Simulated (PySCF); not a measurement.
PySCF job for Si(GeH3)2(H)2 (Ge₂H₈Si), SMILES [GeH3][SiH2][GeH3], PBE0/pcSseg-1. Coordinates come from a PBE0-D3(BJ)/def2-SVP optimisation.

```python
import numpy as np
from pyscf import gto, scf, dft
from pyscf.prop.nmr import rks as nmr

mol = gto.M(
    atom='''
    Si    0.06575643   -0.87188461   -0.68131109
    Ge    1.90306019    0.51560858   -0.06700804
    Ge   -1.93288354   -0.12000850    0.37617930
    H     0.34700353   -2.28439205   -0.27401685
    H    -0.11137073   -0.83832126   -2.16715154
    H     1.62592472    1.97183521   -0.48564354
    H     2.10315799    0.47989823    1.45982271
    H     3.20528921    0.04911251   -0.74416738
    H    -3.13679102   -0.99487662   -0.02045051
    H    -2.22859804    1.33598699   -0.03070197
    H    -1.77085826   -0.17206080    1.90718434
    ''',
    basis='pcSseg-1',
    charge=0,
    spin=0,
    max_memory=1600,
    verbose=3,
)
mf = dft.RKS(mol, xc='pbe0')
mf.grids.level = 3
mf.conv_tol = 1e-10
mf.max_cycle = 100
mf.kernel()
n = nmr.NMR(mf)
n.verbose = 2
n.max_cycle_cphf = 60
sigma = n.kernel()
print('atom   isotropic/ppm   span/ppm')
for i, s in enumerate(sigma):
    w = np.linalg.eigvalsh((s + s.T) / 2)
    print(f'{mol.atom_symbol(i):2s}{i + 1:3d} {w.mean():14.3f} {w[2] - w[0]:11.3f}')
```

It prints:

```
converged SCF energy = -4447.19712131874
atom   isotropic/ppm   span/ppm
Si  1        454.665      10.437
Ge  2       1664.287      23.464
Ge  3       1664.276      23.423
H   4         27.618      10.364
H   5         27.619      10.373
H   6         27.695      17.358
H   7         27.695      17.357
H   8         27.499      18.242
H   9         27.498      18.241
H  10         27.694      17.356
H  11         27.692      17.355
```

Self-consistency was reached.
